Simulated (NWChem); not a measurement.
System: C$_{2}$H$_{6}$BeOS; SMILES C[O][Be][S]C

Input file for NWChem:

```
start job
memory heap 200 mb stack 900 mb global 1100 mb
geometry units angstroms noautosym nocenter noautoz
  Be     0.297643    -0.358919    -0.075322
  O      0.039402    -1.727066    -0.035053
  C     -0.177997    -3.082185     0.003908
  H      0.306475    -3.540557     0.884433
  H     -1.257210    -3.310404     0.058674
  H      0.223770    -3.578154    -0.897578
  S      0.678035     1.508542    -0.134115
  C     -1.002259     2.221121     0.024021
  H     -1.654940     1.919762    -0.806680
  H     -0.886876     3.313008    -0.008022
  H     -1.472150     1.952688     0.980072
end
basis spherical
  Be library cc-pvtz
  O library cc-pvtz
  C library cc-pvtz
  H library cc-pvtz
  S library cc-pvtz
end
dft
  xc b3lyp
  iterations 150
  semidirect filesize 400000000
end
property
  efieldgrad
end
task dft property
```

The geometry was optimised at PBE0/def2-SVP.

Vzz is the largest principal value of the second derivative of the potential at the nucleus (NWChem prints the opposite sign); η is the asymmetry. Non-relativistic.

Atoms are numbered as in the input.

Q: Predict the main results of this run. (B3LYP/cc-pVTZ.) Quantities: Vzz Be1 (a.u.); η Be1; Vzz O2 (a.u.); η O2; Vzz S7 (a.u.); η S7.

A: 
```json
{
  "Vzz Be1 (a.u.)": "-0.170",
  "η Be1": "0.20",
  "Vzz O2 (a.u.)": "1.506",
  "η O2": "0.09",
  "Vzz S7 (a.u.)": "2.132",
  "η S7": "0.52"
}
```
